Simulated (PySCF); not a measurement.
## Calculated data, AlH$_{3}$N

All values are calculated (PySCF 2.14.0). Calculation on a computer-drawn molecule: vertical ionisation energy to the stated ion spin, frozen-core CCSD(T) at the basis limit and cheaper methods, single-reference cases, UHF for radicals, no spin-orbit; all values are single points at the evaluated structure, the first of each entry, which is the reference or a displaced copy of it and isn't optimised; the reference structure only sets the zero of the energies above reference; triples share is (T) over the correlation energy.

Common to all runs: charge 0; multiplicity 2; ion multiplicity 1; diffuse functions no; basis cc-pV(n+d)Z; reference is the Hartree-Fock double-zeta minimum; best is HF at quadruple zeta + MP2 correlation extrapolated from triple and quadruple zeta + CCSD(T) minus MP2 at triple zeta; basis step is the size of the change from the same recipe one zeta lower.

```json
{"entry": 1, "formula": "AlH3N", "evaluated_structure": {"atoms_angstrom": [["N", 1.5402, -0.4793, 0.0379], ["Al", 1.1901, -0.1113, -1.5329], ["H", 1.734, 0.224, 1.0199], ["H", 1.5657, -1.5721, 0.4077], ["H", 0.8401, -1.1642, -2.6582]]}, "reference_structure": {"atoms_angstrom": [["N", 1.481, -0.5624, 0.102], ["Al", 1.0531, -0.0744, -1.5444], ["H", 1.6558, 0.0589, 0.8698], ["H", 1.5852, -1.5127, 0.4103], ["H", 0.8229, -1.2507, -2.594]]}, "given": {"drawn_bonds_atom": [1, 1, 1, 2], "drawn_bonds_other_atom": [2, 3, 4, 5], "drawn_bonds_order": [1, 1, 1, 1]}, "results": {"ionisation_energy_best [eV]": 7.172, "ionisation_energy_basis_step [eV]": 0.02654, "energy_above_reference_best [kcal/mol]": 30.46, "energy_above_reference_basis_step [kcal/mol]": 0.05595, "triple_zeta_method": ["HF", "PBE", "r2SCAN", "B3LYP", "wB97X", "MP2", "CCSD", "CCSD(T)"], "triple_zeta_ionisation_energy [eV]": [6.916, 7.168, 7.289, 7.235, 7.082, 7.053, 7.107, 7.118], "triple_zeta_energy_above_reference [kcal/mol]": [35.93, 27.65, 29.67, 29.76, 30.9, 31.08, 30.99, 30.26], "total_energy_HF_triple_zeta [hartree]": -298.0889, "total_energy_CCSD(T)_triple_zeta [hartree]": -298.4084, "total_energy_best [hartree]": -298.4495, "T1_diagnostic_at_triple_zeta": 0.01513, "D1_diagnostic_at_triple_zeta": 0.03406, "spin_squared_at_triple_zeta": 0.7546, "ion_T1_diagnostic_at_triple_zeta": 0.01472, "ion_D1_diagnostic_at_triple_zeta": 0.03375, "triples_share_at_triple_zeta": 0.03697, "basis_functions_triple_zeta": 111, "dipole_magnitude_HF_at_triple_zeta [debye]": 1.943, "dipole_magnitude_CCSD_unrelaxed_at_triple_zeta [debye]": 1.951, "dipole_magnitude_PBE_at_triple_zeta [debye]": 1.943, "dipole_magnitude_r2SCAN_at_triple_zeta [debye]": 1.97, "dipole_magnitude_B3LYP_at_triple_zeta [debye]": 1.871, "dipole_magnitude_wB97X_at_triple_zeta [debye]": 1.988}}
{"entry": 2, "formula": "AlH3N", "evaluated_structure": {"atoms_angstrom": [["N", 1.4751, -0.51, 0.0004], ["Al", 0.9146, -0.1561, -1.5774], ["H", 1.6585, 0.0751, 0.9538], ["H", 1.6297, -1.5289, 0.4169], ["H", 0.9642, -1.2223, -2.5671]]}, "reference_structure": {"atoms_angstrom": [["N", 1.481, -0.5624, 0.102], ["Al", 1.0531, -0.0744, -1.5444], ["H", 1.6558, 0.0589, 0.8698], ["H", 1.5852, -1.5127, 0.4103], ["H", 0.8229, -1.2507, -2.594]]}, "given": {"drawn_bonds_atom": [1, 1, 1, 2], "drawn_bonds_other_atom": [2, 3, 4, 5], "drawn_bonds_order": [1, 1, 1, 1]}, "results": {"ionisation_energy_best [eV]": 7.441, "ionisation_energy_basis_step [eV]": 0.02856, "energy_above_reference_best [kcal/mol]": 17.3, "energy_above_reference_basis_step [kcal/mol]": 0.2757, "triple_zeta_method": ["HF", "PBE", "r2SCAN", "B3LYP", "wB97X", "MP2", "CCSD", "CCSD(T)"], "triple_zeta_ionisation_energy [eV]": [7.218, 7.416, 7.547, 7.498, 7.351, 7.331, 7.381, 7.386], "triple_zeta_energy_above_reference [kcal/mol]": [20.86, 15.88, 16.91, 16.9, 17.61, 17.32, 17.62, 17.15], "total_energy_HF_triple_zeta [hartree]": -298.1129, "total_energy_CCSD(T)_triple_zeta [hartree]": -298.4293, "total_energy_best [hartree]": -298.4705, "T1_diagnostic_at_triple_zeta": 0.0148, "D1_diagnostic_at_triple_zeta": 0.03653, "spin_squared_at_triple_zeta": 0.7537, "ion_T1_diagnostic_at_triple_zeta": 0.01567, "ion_D1_diagnostic_at_triple_zeta": 0.04054, "triples_share_at_triple_zeta": 0.03602, "basis_functions_triple_zeta": 111, "dipole_magnitude_HF_at_triple_zeta [debye]": 1.41, "dipole_magnitude_CCSD_unrelaxed_at_triple_zeta [debye]": 1.482, "dipole_magnitude_PBE_at_triple_zeta [debye]": 1.562, "dipole_magnitude_r2SCAN_at_triple_zeta [debye]": 1.546, "dipole_magnitude_B3LYP_at_triple_zeta [debye]": 1.446, "dipole_magnitude_wB97X_at_triple_zeta [debye]": 1.514}}
{"entry": 3, "formula": "AlH3N", "evaluated_structure": {"atoms_angstrom": [["N", 1.4525, -0.5965, 0.0438], ["Al", 0.9397, -0.0327, -1.6534], ["H", 1.7095, 0.1374, 0.9188], ["H", 1.507, -1.4792, 0.3043], ["H", 0.7835, -1.1834, -2.8174]]}, "reference_structure": {"atoms_angstrom": [["N", 1.481, -0.5624, 0.102], ["Al", 1.0531, -0.0744, -1.5444], ["H", 1.6558, 0.0589, 0.8698], ["H", 1.5852, -1.5127, 0.4103], ["H", 0.8229, -1.2507, -2.594]]}, "given": {"drawn_bonds_atom": [1, 1, 1, 2], "drawn_bonds_other_atom": [2, 3, 4, 5], "drawn_bonds_order": [1, 1, 1, 1]}, "results": {"ionisation_energy_best [eV]": 7.823, "ionisation_energy_basis_step [eV]": 0.04024, "energy_above_reference_best [kcal/mol]": 17.15, "energy_above_reference_basis_step [kcal/mol]": 0.2045, "triple_zeta_method": ["HF", "PBE", "r2SCAN", "B3LYP", "wB97X", "MP2", "CCSD", "CCSD(T)"], "triple_zeta_ionisation_energy [eV]": [7.68, 7.781, 7.94, 7.894, 7.781, 7.726, 7.768, 7.761], "triple_zeta_energy_above_reference [kcal/mol]": [19.63, 15.83, 17.26, 16.99, 17.89, 17.66, 17.58, 17.17], "total_energy_HF_triple_zeta [hartree]": -298.1149, "total_energy_CCSD(T)_triple_zeta [hartree]": -298.4293, "total_energy_best [hartree]": -298.4708, "T1_diagnostic_at_triple_zeta": 0.01644, "D1_diagnostic_at_triple_zeta": 0.03999, "spin_squared_at_triple_zeta": 0.7559, "ion_T1_diagnostic_at_triple_zeta": 0.01924, "ion_D1_diagnostic_at_triple_zeta": 0.04944, "triples_share_at_triple_zeta": 0.03597, "basis_functions_triple_zeta": 111, "dipole_magnitude_HF_at_triple_zeta [debye]": 0.9173, "dipole_magnitude_CCSD_unrelaxed_at_triple_zeta [debye]": 1.037, "dipole_magnitude_PBE_at_triple_zeta [debye]": 1.152, "dipole_magnitude_r2SCAN_at_triple_zeta [debye]": 1.143, "dipole_magnitude_B3LYP_at_triple_zeta [debye]": 1.037, "dipole_magnitude_wB97X_at_triple_zeta [debye]": 1.013}}
{"entry": 4, "formula": "AlH3N", "evaluated_structure": {"atoms_angstrom": [["N", 1.4782, -0.5652, 0.0966], ["Al", 1.047, -0.0791, -1.5485], ["H", 1.6459, 0.061, 0.8638], ["H", 1.5894, -1.5068, 0.4093], ["H", 0.8209, -1.2507, -2.5918]]}, "reference_structure": {"atoms_angstrom": [["N", 1.481, -0.5624, 0.102], ["Al", 1.0531, -0.0744, -1.5444], ["H", 1.6558, 0.0589, 0.8698], ["H", 1.5852, -1.5127, 0.4103], ["H", 0.8229, -1.2507, -2.594]]}, "given": {"drawn_bonds_atom": [1, 1, 1, 2], "drawn_bonds_other_atom": [2, 3, 4, 5], "drawn_bonds_order": [1, 1, 1, 1]}, "results": {"ionisation_energy_best [eV]": 7.712, "ionisation_energy_basis_step [eV]": 0.03197, "energy_above_reference_best [kcal/mol]": 0.06826, "energy_above_reference_basis_step [kcal/mol]": 0.002597, "triple_zeta_method": ["HF", "PBE", "r2SCAN", "B3LYP", "wB97X", "MP2", "CCSD", "CCSD(T)"], "triple_zeta_ionisation_energy [eV]": [7.534, 7.683, 7.829, 7.78, 7.649, 7.621, 7.656, 7.657], "triple_zeta_energy_above_reference [kcal/mol]": [-0.01914, 0.1553, 0.08417, 0.08044, 0.06891, 0.05062, 0.06079, 0.07689], "total_energy_HF_triple_zeta [hartree]": -298.1462, "total_energy_CCSD(T)_triple_zeta [hartree]": -298.4565, "total_energy_best [hartree]": -298.4980, "T1_diagnostic_at_triple_zeta": 0.01449, "D1_diagnostic_at_triple_zeta": 0.03388, "spin_squared_at_triple_zeta": 0.7547, "ion_T1_diagnostic_at_triple_zeta": 0.01593, "ion_D1_diagnostic_at_triple_zeta": 0.03751, "triples_share_at_triple_zeta": 0.03425, "basis_functions_triple_zeta": 111, "dipole_magnitude_HF_at_triple_zeta [debye]": 1.12, "dipole_magnitude_CCSD_unrelaxed_at_triple_zeta [debye]": 1.22, "dipole_magnitude_PBE_at_triple_zeta [debye]": 1.334, "dipole_magnitude_r2SCAN_at_triple_zeta [debye]": 1.323, "dipole_magnitude_B3LYP_at_triple_zeta [debye]": 1.221, "dipole_magnitude_wB97X_at_triple_zeta [debye]": 1.226}}
{"entry": 5, "formula": "AlH3N", "evaluated_structure": {"atoms_angstrom": [["N", 1.4929, -0.5561, 0.0759], ["Al", 1.0409, -0.0389, -1.4899], ["H", 1.6298, 0.0753, 0.9196], ["H", 1.599, -1.542, 0.3966], ["H", 0.8254, -1.2301, -2.5781]]}, "reference_structure": {"atoms_angstrom": [["N", 1.481, -0.5624, 0.102], ["Al", 1.0531, -0.0744, -1.5444], ["H", 1.6558, 0.0589, 0.8698], ["H", 1.5852, -1.5127, 0.4103], ["H", 0.8229, -1.2507, -2.594]]}, "given": {"drawn_bonds_atom": [1, 1, 1, 2], "drawn_bonds_other_atom": [2, 3, 4, 5], "drawn_bonds_order": [1, 1, 1, 1]}, "results": {"ionisation_energy_best [eV]": 7.661, "ionisation_energy_basis_step [eV]": 0.0294, "energy_above_reference_best [kcal/mol]": 3.472, "energy_above_reference_basis_step [kcal/mol]": 0.03409, "triple_zeta_method": ["HF", "PBE", "r2SCAN", "B3LYP", "wB97X", "MP2", "CCSD", "CCSD(T)"], "triple_zeta_ionisation_energy [eV]": [7.484, 7.637, 7.782, 7.733, 7.603, 7.573, 7.605, 7.608], "triple_zeta_energy_above_reference [kcal/mol]": [4.559, 2.636, 3.1, 3.238, 3.295, 3.612, 3.516, 3.372], "total_energy_HF_triple_zeta [hartree]": -298.1389, "total_energy_CCSD(T)_triple_zeta [hartree]": -298.4513, "total_energy_best [hartree]": -298.4926, "T1_diagnostic_at_triple_zeta": 0.01455, "D1_diagnostic_at_triple_zeta": 0.03301, "spin_squared_at_triple_zeta": 0.7553, "ion_T1_diagnostic_at_triple_zeta": 0.01574, "ion_D1_diagnostic_at_triple_zeta": 0.0349, "triples_share_at_triple_zeta": 0.03484, "basis_functions_triple_zeta": 111, "dipole_magnitude_HF_at_triple_zeta [debye]": 1.476, "dipole_magnitude_CCSD_unrelaxed_at_triple_zeta [debye]": 1.527, "dipole_magnitude_PBE_at_triple_zeta [debye]": 1.599, "dipole_magnitude_r2SCAN_at_triple_zeta [debye]": 1.61, "dipole_magnitude_B3LYP_at_triple_zeta [debye]": 1.514, "dipole_magnitude_wB97X_at_triple_zeta [debye]": 1.544}}
{"entry": 6, "formula": "AlH3N", "evaluated_structure": {"atoms_angstrom": [["N", 1.5254, -0.5381, 0.1372], ["Al", 1.0959, -0.0537, -1.5369], ["H", 1.6574, 0.0648, 0.8763], ["H", 1.6448, -1.5454, 0.4558], ["H", 0.7605, -1.2754, -2.6318]]}, "reference_structure": {"atoms_angstrom": [["N", 1.481, -0.5624, 0.102], ["Al", 1.0531, -0.0744, -1.5444], ["H", 1.6558, 0.0589, 0.8698], ["H", 1.5852, -1.5127, 0.4103], ["H", 0.8229, -1.2507, -2.594]]}, "given": {"drawn_bonds_atom": [1, 1, 1, 2], "drawn_bonds_other_atom": [2, 3, 4, 5], "drawn_bonds_order": [1, 1, 1, 1]}, "results": {"ionisation_energy_best [eV]": 7.751, "ionisation_energy_basis_step [eV]": 0.0355, "energy_above_reference_best [kcal/mol]": 3.43, "energy_above_reference_basis_step [kcal/mol]": 0.04165, "triple_zeta_method": ["HF", "PBE", "r2SCAN", "B3LYP", "wB97X", "MP2", "CCSD", "CCSD(T)"], "triple_zeta_ionisation_energy [eV]": [7.589, 7.72, 7.873, 7.824, 7.709, 7.663, 7.696, 7.694], "triple_zeta_energy_above_reference [kcal/mol]": [4.149, 2.716, 3.319, 3.285, 3.511, 3.678, 3.514, 3.383], "total_energy_HF_triple_zeta [hartree]": -298.1395, "total_energy_CCSD(T)_triple_zeta [hartree]": -298.4512, "total_energy_best [hartree]": -298.4926, "T1_diagnostic_at_triple_zeta": 0.01531, "D1_diagnostic_at_triple_zeta": 0.03559, "spin_squared_at_triple_zeta": 0.7563, "ion_T1_diagnostic_at_triple_zeta": 0.01708, "ion_D1_diagnostic_at_triple_zeta": 0.04066, "triples_share_at_triple_zeta": 0.03485, "basis_functions_triple_zeta": 111, "dipole_magnitude_HF_at_triple_zeta [debye]": 1.157, "dipole_magnitude_CCSD_unrelaxed_at_triple_zeta [debye]": 1.242, "dipole_magnitude_PBE_at_triple_zeta [debye]": 1.34, "dipole_magnitude_r2SCAN_at_triple_zeta [debye]": 1.342, "dipole_magnitude_B3LYP_at_triple_zeta [debye]": 1.237, "dipole_magnitude_wB97X_at_triple_zeta [debye]": 1.244}}
{"entry": 7, "formula": "AlH3N", "evaluated_structure": {"atoms_angstrom": [["N", 1.5254, -0.5381, 0.1372], ["Al", 1.0959, -0.0537, -1.5369], ["H", 1.6574, 0.0648, 0.8763], ["H", 1.6577, -1.6544, 0.4903], ["H", 0.7605, -1.2754, -2.6318]]}, "reference_structure": {"atoms_angstrom": [["N", 1.481, -0.5624, 0.102], ["Al", 1.0531, -0.0744, -1.5444], ["H", 1.6558, 0.0589, 0.8698], ["H", 1.5852, -1.5127, 0.4103], ["H", 0.8229, -1.2507, -2.594]]}, "given": {"drawn_bonds_atom": [1, 1, 1, 2], "drawn_bonds_other_atom": [2, 3, 4, 5], "drawn_bonds_order": [1, 1, 1, 1]}, "results": {"ionisation_energy_best [eV]": 7.74, "ionisation_energy_basis_step [eV]": 0.03603, "energy_above_reference_best [kcal/mol]": 12.69, "energy_above_reference_basis_step [kcal/mol]": 0.1297, "triple_zeta_method": ["HF", "PBE", "r2SCAN", "B3LYP", "wB97X", "MP2", "CCSD", "CCSD(T)"], "triple_zeta_ionisation_energy [eV]": [7.571, 7.708, 7.861, 7.81, 7.696, 7.643, 7.685, 7.683], "triple_zeta_energy_above_reference [kcal/mol]": [15.42, 10.98, 12.44, 12.35, 13.15, 13.23, 13.04, 12.6], "total_energy_HF_triple_zeta [hartree]": -298.1216, "total_energy_CCSD(T)_triple_zeta [hartree]": -298.4365, "total_energy_best [hartree]": -298.4779, "T1_diagnostic_at_triple_zeta": 0.01609, "D1_diagnostic_at_triple_zeta": 0.03771, "spin_squared_at_triple_zeta": 0.7567, "ion_T1_diagnostic_at_triple_zeta": 0.01765, "ion_D1_diagnostic_at_triple_zeta": 0.04257, "triples_share_at_triple_zeta": 0.03601, "basis_functions_triple_zeta": 111, "dipole_magnitude_HF_at_triple_zeta [debye]": 1.131, "dipole_magnitude_CCSD_unrelaxed_at_triple_zeta [debye]": 1.221, "dipole_magnitude_PBE_at_triple_zeta [debye]": 1.296, "dipole_magnitude_r2SCAN_at_triple_zeta [debye]": 1.301, "dipole_magnitude_B3LYP_at_triple_zeta [debye]": 1.196, "dipole_magnitude_wB97X_at_triple_zeta [debye]": 1.221}}
{"entry": 8, "formula": "AlH3N", "evaluated_structure": {"atoms_angstrom": [["N", 1.5254, -0.5381, 0.1372], ["Al", 1.0959, -0.0537, -1.5369], ["H", 1.6574, 0.0648, 0.8763], ["H", 1.6742, -1.7936, 0.5343], ["H", 0.7605, -1.2754, -2.6318]]}, "reference_structure": {"atoms_angstrom": [["N", 1.481, -0.5624, 0.102], ["Al", 1.0531, -0.0744, -1.5444], ["H", 1.6558, 0.0589, 0.8698], ["H", 1.5852, -1.5127, 0.4103], ["H", 0.8229, -1.2507, -2.594]]}, "given": {"drawn_bonds_atom": [1, 1, 1, 2], "drawn_bonds_other_atom": [2, 3, 4, 5], "drawn_bonds_order": [1, 1, 1, 1]}, "results": {}}
```

**Q.** What ionisation energy basis step does the calculation give for AlH$_{3}$N (entry 8)?
**A.** 0.03604 eV

**Q.** AlH$_{3}$N (entry 8): T1 diagnostic at triple zeta?
**A.** 0.01773

**Q.** Estimate the spin squared at triple zeta of AlH$_{3}$N (entry 8).
**A.** 0.759

**Q.** Give the missing dipole magnitude wB97X at triple zeta for AlH$_{3}$N (entry 8).
**A.** 1.153 debye

Further results for AlH$_{3}$N (entry 8):

- ionisation energy best: 7.737 eV
- energy above reference best: 30.33 kcal/mol
- energy above reference basis step: 0.2192 kcal/mol
- total energy HF triple zeta: -298.0886 hartree
- total energy CCSD(T) triple zeta: -298.4084 hartree
- total energy best: -298.4498 hartree
- D1 diagnostic at triple zeta: 0.04141
- ion T1 diagnostic at triple zeta: 0.01855
- ion D1 diagnostic at triple zeta: 0.04535
- triples share at triple zeta: 0.03771
- basis functions triple zeta: 111
- dipole magnitude HF at triple zeta: 1.064 debye
- dipole magnitude CCSD unrelaxed at triple zeta: 1.156 debye
- dipole magnitude PBE at triple zeta: 1.162 debye
- dipole magnitude r2SCAN at triple zeta: 1.182 debye
- dipole magnitude B3LYP at triple zeta: 1.085 debye

Triple zeta:
```csv
method,ionisation energy (eV),energy above reference (kcal/mol)
HF,7.555,36.1
PBE,7.706,27.43
r2SCAN,7.857,29.96
B3LYP,7.804,29.8
wB97X,7.687,31.71
MP2,7.621,31.69
CCSD,7.681,31.16
CCSD(T),7.68,30.28
```
